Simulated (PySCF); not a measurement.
Gas-phase equilibrium of 1 mol TiCl4, 35 mol O2 at 1600 K and 0.00100 bar, among 9 species (ClO, O2, O, TiCl4, O3, TiOCl2, Cl, Cl2, TiO2). Only gases are allowed; each row takes one source of thermochemistry for all species, and Cantera finds the minimum.

Energies from PySCF, thermal terms from the rigid-rotor harmonic-oscillator model, ideal gas at 1 bar. Table values come from the NASA 1993 polynomials. After a fit of one offset per element over all species, the range-separated, M06-2X, PBE0/def2-QZVP and CCSD(T)/def2-TZVPP enthalpies, where run, lie to one side of the table for TiOCl2 (-50 kJ/mol): a fault of the table's entry, another state or a shared error of the levels is possible; this was not checked at source. S°(298 K) at PBE0/def2-TZVP differs from the NASA 1993 table for TiOCl2 (+10 J/mol/K); whether the harmonic model or the table's entry is off was not settled. † marks an energy on the PBE0/def2-TZVP geometry and frequencies. Open shells (unrestricted) among the columns below: ClO (multiplicity 2, electronic degeneracy 4), O2 (multiplicity 3), O (multiplicity 3, electronic degeneracy 9), Cl (multiplicity 2, electronic degeneracy 6); the rest are closed-shell singlets. Spin-orbit splitting is ignored; it lowers the true energy and changes the entropy of ClO, O, Cl. B3LYP is the form with VWN-RPA correlation. The harmonic model lacks anharmonicity and excited electronic states, which grow with temperature; levels with a mode under 35 cm⁻¹ are left out. Soft modes under 120 cm⁻¹ make the harmonic entropy rough for TiCl4, TiOCl2. The table's entry may be an old estimate for ClO, TiOCl2, TiO2 (not checked at source).

Molecules larger than those listed are left out. Table species left out: Ti, TiCl, TiCl2, TiCl3, TiO, TiOCl.

With table thermochemistry: O2 0.90, Cl 0.072, TiOCl2 0.016, Cl2 0.00043, TiO2 0.010, TiCl4 0.00014, O 0.00044, ClO 4.7e-5.

**Question.** How far does the composition move with the other sources (B3LYP/def2-TZVP†, M06-2X/def2-TZVP†, PBE/def2-TZVP†, PBE0/def2-SVP†, LDA/def2-TZVP†)?

**Answer.** 
```
thermochemistry    x O2   x Cl  x TiOCl2    x Cl2   x TiO2  x TiCl4      x O    x ClO
-----------------  ----  -----  --------  -------  -------  -------  -------  -------
table              0.90  0.072     0.016  0.00043    0.010  0.00014  0.00044   4.7e-5
B3LYP/def2-TZVP†   0.92  0.054     0.026   5.8e-5  0.00029   7.0e-7  0.00030   2.2e-5
M06-2X/def2-TZVP†  0.92  0.053     0.027  0.00022   6.9e-6   5.4e-6  0.00037   1.8e-5
PBE/def2-TZVP†     0.92  0.051     0.027   0.0013   7.1e-5   1.9e-5   1.3e-5  0.00011
PBE0/def2-SVP†     0.92  0.053     0.027   3.0e-5   1.8e-5   4.0e-6  0.00017   1.9e-6
LDA/def2-TZVP†     0.94  0.012     0.026    0.020   7.2e-6   0.0010   9.5e-8  0.00028
```
The most sensitive of these is O: it spans a factor of 10^3.7 over these rows; at this temperature one factor of ten is RT ln 10 = 31 kJ/mol.
